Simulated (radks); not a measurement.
Values are calculated unless marked as measured or tabulated.
How relativity changes the ionisation of neutral phosphorus ([Ne] 3s2 3p3) to P+ ([Ne] 3s2 3p2). Spin-unpolarised spherical Kohn-Sham, PBE, point nucleus unless stated (finite: rms radius 3.1889 fm), a radial shooting solver on a logarithmic mesh with Libxc functionals. A level marked "c x" has the speed of light scaled by that factor and shares open shells by 2j + 1; other Dirac levels either fill j = l - 1/2 first or share by 2j + 1.

| level | E(P) (hartree) | E(P+) (hartree) | IE (eV) | HOMO | <r> HOMO (bohr) |
|---|---|---|---|---|---|
| non-rel. | -341.04698 | -340.68898 | 9.742 | 3p | 2.372 |
| scalar-rel. | -341.90216 | -341.54461 | 9.730 | 3p | 2.373 |
| scalar-rel., finite nucleus | -341.90189 | -341.54434 | 9.730 | 3p | 2.373 |
| Dirac, 2j+1 shares | -341.90278 | -341.54522 | 9.730 | 3p3/2 | 2.376 |
| Dirac, low j first | -341.90474 | -341.54844 | 9.696 | 3p3/2 | 2.377 |
| Dirac, 2j+1 shares, finite nucleus | -341.90250 | -341.54494 | 9.730 | 3p3/2 | 2.376 |
| Dirac, c x 0.75 | -342.57546 | -342.21825 | 9.720 | 3p3/2 | 2.379 |
| Dirac, c x 0.85 | -342.23418 | -341.87679 | 9.725 | 3p3/2 | 2.377 |
| Dirac, c x 1.5 | -341.42609 | -341.06828 | 9.736 | 3p3/2 | 2.374 |

NIST Atomic Spectra Database: 10.487 eV (measured). The relativistic part of the total energy of P is -0.8555 hartree (Dirac, 2j+1 shares, finite nucleus), 0.25 % of the non-relativistic value. Spin polarisation and multiplet splitting of open shells are left out at every level.

Beside tabulated values, note that spin-unpolarised runs miss the spin-polarisation part of the exchange energy of open shells.
